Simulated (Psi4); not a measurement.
F4S, triplet, at a GFN2-xTB geometry (a higher spin typed on purpose: for a closed-shell molecule this is an excited state). Base run: TPSS/def2-SVP (Psi4).

Here is a job for Psi4.
```
memory 2 GB

molecule {
0 3
  F    -0.88748391    1.44310378    0.28411590
  S     0.00000000   -0.00000000   -0.00000000
  F    -1.00741767   -0.35465509   -1.34544694
  F     1.00741767    0.35465509    1.34544694
  F     0.88748391   -1.44310378   -0.28411590
}

set basis def2-svp
set reference uks

energy('tpss')
print_variables()
```

Each row names what was changed in the base input (with any setting that the change needs).

```json
[
 {"change": "base", "ΔE vs base (eV)": "0.00", "point group used": "d2h", "SCF cycles": "8"},
 {"change": "molecule keys = no_reorient", "ΔE vs base (eV)": "0.00", "point group used": "ci", "SCF cycles": "7"},
 {"change": "symmetry = c2v", "ΔE vs base (eV)": "0.00", "point group used": "c2v", "SCF cycles": "8"},
 {"change": "molecule keys = symmetry c1", "ΔE vs base (eV)": "0.00", "point group used": "c1", "SCF cycles": "7"},
 {"change": "jitter_ang = 0.002", "ΔE vs base (eV)": "-0.01", "point group used": "c1", "SCF cycles": "9"},
 {"change": "molecule keys = symmetry c1, no_reorient, no_com", "ΔE vs base (eV)": "0.00", "point group used": "c1", "SCF cycles": "7"},
 {"change": "symmetry = c2h", "ΔE vs base (eV)": "0.00", "point group used": "c2h", "SCF cycles": "8"}
]
```

Open shells are given as the SCF converged; they aren't shown to be the lowest states, and a large step between rows can be another state.
